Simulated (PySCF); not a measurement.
All numbers come from PBE0 in PySCF with Y def2-TZVP with ECP28, O def2-TZVP, Cl def2-TZVP; scalar-relativistic core potentials, no spin–orbit coupling; density-fitted integrals.

```xyz
3
charge 0 multiplicity 1, angstrom
Y    -0.3528    0.0000   -0.4390
O    -1.9116    0.0000    0.4544
Cl    1.7668    0.0000    0.8926
```

YOCl (singlet), along the line from Y1 (at 0) through O2 (at 1.797 Å). Core electrons replaced by a potential are absent, the electrostatic potential uses the reduced nuclear charge, and values within about 0.7 Å of such atoms have no physical meaning.

Tabulate the fields along this line at 0.81, 0.99, 1.17, 1.35, 1.53, 1.71, 1.98, 2.16, 2.34, 2.52, 2.69, 2.87 Å.


| distance (Å) | electron density (e/Å³) | electron localisation function | electrostatic potential (V) |
| --- | --- | --- | --- |
| 0.81 | 1.64 | 0.477 | 33.6 |
| 0.99 | 1.4 | 0.398 | 19 |
| 1.17 | 2.17 | 0.738 | 19.3 |
| 1.35 | 4.16 | 0.805 | 44.8 |
| 1.53 | 7.57 | 0.251 | 148 |
| 1.71 | 149 | 0.986 | 830 |
| 1.98 | 17.1 | 0.163 | 302 |
| 2.16 | 5.54 | 0.73 | 76.1 |
| 2.34 | 2.52 | 0.887 | 21 |
| 2.52 | 1.02 | 0.876 | 4.05 |
| 2.69 | 0.413 | 0.819 | -1.35 |
| 2.87 | 0.177 | 0.711 | -2.95 |
